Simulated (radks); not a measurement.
Species: neutral silver. Configuration: [Kr] 4d9.5 5s1.5 (fractional occupations, a model configuration). Method: scalar-relativistic Kohn-Sham, LDA (Slater exchange, Perdew-Wang correlation), spin-unpolarised, spherical densities, point nucleus; computed with a radial shooting solver on a logarithmic mesh with Libxc functionals.

Unscreened Slater integrals over Kohn-Sham orbitals (eV).

\begin{tabular}{lr}
integral & value \\ \hline
F0(5s,5s) & 8.1644 \\
F0(5s,4d) & 10.151 \\
G2(5s,4d) & 1.6526 \\
F0(5s,4p) & 10.516 \\
G1(5s,4p) & 0.54582 \\
F0(5s,4s) & 10.588 \\
G0(5s,4s) & 0.35427 \\
F0(4d,4d) & 17.971 \\
F2(4d,4d) & 8.7375 \\
F4(4d,4d) & 5.6505 \\
F0(4d,4p) & 20.603 \\
F2(4d,4p) & 9.9255 \\
G1(4d,4p) & 12.426 \\
G3(4d,4p) & 7.5497 \\
F0(4d,4s) & 21.250 \\
G2(4d,4s) & 9.0587 \\
F0(4p,4p) & 24.558 \\
F2(4p,4p) & 12.824 \\
F0(4p,4s) & 25.633 \\
G1(4p,4s) & 17.349 \\
F0(4s,4s) & 26.877 \\
\end{tabular}

Derived for the open shells (J is the average intra-shell exchange parameter used in DFT+U). 4d: Racah B = F2/49 - 5 F4/441 = 0.1143 eV, C = 35 F4/441 = 0.4485 eV, C/B = 3.93, F4/F2 = 0.647, J = (F2 + F4)/14 = 1.028 eV.
